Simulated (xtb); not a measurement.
SeClBr, SMILES Cl[Se]Br. All values are semi-empirical tight-binding results from xtb (GFN2-xTB unless named), good for trends rather than for accurate numbers. The structure is a stationary point at GFN2-xTB.

Computed properties:
The point group as xtb finds it comes out as Cs and the orbital gap comes out as 2.74 eV. The zero-point energy comes out as 1.2 kcal/mol, the G − E(el) at 298.15 K (modified RRHO) is -17.9 kcal/mol and the static polarisability (D4 model) comes out as 63.9 bohr³. The solvation energy, GFN2-xTB/ALPB(water) comes out as 0.5 kcal/mol and the solvation energy, GFN2-xTB/ALPB(acetonitrile) is -2.9 kcal/mol.
